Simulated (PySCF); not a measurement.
**A small calculation by hand: refractive index and permittivity of the vapour**

W(OH)4(H)2 (H6O4W), SMILES [OH][WH2]([OH])([OH])[OH], multiplicity 1.

Geometry: PBE0-D3(BJ)/def2-SVP. The spin state was assumed, not searched. The structure was generated by enumeration; whether it is a known compound was not checked. The def2 effective core potentials stand for the cores of W; spin–orbit coupling is left out. The values are those of a single conformer.

PySCF with PBE/def2-TZVP gives a mean static polarisability of 66.0 bohr³ and a dipole moment of 1.58 D. Take an ideal gas at 298.15 K and 0.1 bar, whether or not the substance is that volatile.

Question: Work out n − 1 in the optical limit and the static ε − 1.

Answer: 
Polarisability volume α' = 66.0 × 0.148185 = 9.78 Å³. Number density N = p/kT = 2.43e-6 Å⁻³.
Dilute limit of Lorentz–Lorenz: n − 1 = 2π N α' = 0.00015.
Orientation term of Debye: μ²/(3kT) = 8.098 Å³ × μ²(D²) = 20.22 Å³.
ε − 1 = 4π N (α' + μ²/3kT) = 0.00092. Orientation of the dipole supplies 67 % of the static response; it can't follow optical fields. Vibrational polarisation and dispersion are left out.
